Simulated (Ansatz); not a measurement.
A structure relaxed at r2SCAN-D4/def2-SVP in Ansatz, charge 0, singlet:

Cartesian coordinates in Å:
```
Sn -0.632 -0.730 1.192
C 0.474 0.737 0.085
C 0.452 0.420 -1.405
H 1.489 0.726 0.513
H 0.011 1.706 0.329
H 1.035 1.174 -1.959
H 0.892 -0.565 -1.622
H -0.571 0.431 -1.812
F -0.053 -2.528 0.799
F -2.513 -0.749 0.766
F -0.583 -0.622 3.116
```

(1) Give its formula, name or SMILES.

(2) Summarise the bond lengths by kind (pairs closer than 1.2 times the sum of covalent radii, bridged metal pairs left out).

Results:

(1) SnEtF3 (C₂H₅F₃Sn).

(2) 3 × F–Sn 1.93 Å; 1 × C–Sn 2.14 Å; 1 × C–C 1.52 Å; 5 × C–H 1.10 Å.

In the def2 sets Sn takes a core potential; there is no spin–orbit coupling.
